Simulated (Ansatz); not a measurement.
`Cl[BH][GaH2]` → B• + Cl• + Ga• + 3 H•  (atomization)

Gas-phase electronic energies from Ansatz, PBE0-D4/def2-TZVP geometries. CBS: MP2 limit from def2 TZ/QZ plus the TZ coupled-cluster correction, frozen cores. This one scheme is used for every species, atoms too. DFT in def2-TZVPP. B3LYP here is the variant with VWN-RPA as its local correlation; programs differ in this. Open shells (•) are unrestricted, without spin–orbit coupling. Spin–orbit coupling would lower the free atoms: a little for B, Cl; clearly for Ga. For Ga outer-core shells are correlated without core-valence functions, so the limit isn't a true one: a few kJ/mol of doubt a bond, and 10 to 20 or more in all where bonds break to atoms. Scalar relativity is left out up to krypton.

Problem. What is ΔE at CCSD(T)/CBS? (Best estimate.)

Solution. Ansatz gave: +16.53 eV.

Problem. What do these levels give: PBE-D4, revPBE-D4, r2SCAN-D4, B3LYP-D4, BHLYP-D4, ωB97M-V, PBE, BLYP, PBE0, CAM-B3LYP, HF/def2-TZVPP, SCS-MP2/def2-QZVPP? (An estimate is asked.)

Solution. Ansatz gave: PBE-D4 16.64, revPBE-D4 16.28, r2SCAN-D4 16.78, B3LYP-D4 16.42, BHLYP-D4 16.21, ωB97M-V 16.58, PBE 16.53, BLYP 15.97, PBE0 16.45, CAM-B3LYP 16.44, HF/def2-TZVPP 12.65, SCS-MP2/def2-QZVPP 16.53 eV.

Largest T1 diagnostic among the species: 0.014.

From BLYP to BHLYP (50 % exact exchange), in def2-TZVPP and without D4, ΔE moves by +0.08 eV. At CCSD(T), def2-SVP lies −0.81 eV from the extrapolated value and def2-TZVPP −0.28 eV: correlation converges slowly with the basis, and small sets miss more of it in the bonded molecule than in its fragments.

For atomizations the MP2-based limit and the directly extrapolated one differ by several kJ/mol either way, and by 10 to 25 for some Ge, Se and Sn compounds, so smaller differences from it don't rank the levels.
